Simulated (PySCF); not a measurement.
PySCF 2.14 output of an unrestricted M06-2X calculation on a single atom or ion in x2c-QZVPPall with one added diffuse shell each of s, p, d, f, g type (14s9p8d5f3g, 143 functions), with scalar relativity by spin-free X2C-1e:

```
SCF conv_tol = 1e-09
number electrons alpha = 24  beta = 22
    Y. Zhao and D. G. Truhlar.,  Theor. Chem. Acc. 120, 215 (2008)
    Y. Zhao and D. G. Truhlar.,  Theor. Chem. Acc. 120, 215 (2008)
cycle= 1 E= -5593.19146982353  delta_E= -0.0296  |g|= 0.0668  |ddm|= 0.245
cycle= 2 E= -5593.19165177618  delta_E= -0.000182  |g|= 0.0236  |ddm|= 0.0623
cycle= 3 E= -5593.19168638908  delta_E= -3.46e-05  |g|= 0.00746  |ddm|= 0.0212
cycle= 4 E= -5593.19169307595  delta_E= -6.69e-06  |g|= 0.00109  |ddm|= 0.00576
cycle= 5 E= -5593.19169332096  delta_E= -2.45e-07  |g|= 0.000107  |ddm|= 0.00305
cycle= 6 E= -5593.19169332982  delta_E= -8.86e-09  |g|= 1.62e-05  |ddm|= 0.000998
cycle= 7 E= -5593.19169332992  delta_E= -1.08e-10  |g|= 2.29e-06  |ddm|= 7.36e-05
converged SCF energy = -5593.19169332992  <S^2> = 2.0009895  2S+1 = 3.0006596
```

The run itself started from symmetry-adapted Hartree-Fock orbitals and held the occupation by maximum overlap, on a logarithmic radial grid, so the iterations belong to that start.

Task: Which element, charge and spin multiplicity is this?

Result: Cd(2+) (cadmium, charge +2), multiplicity 3; the state was [Kr] 4d9 5s1, high-spin 3D determinant (an excited configuration).
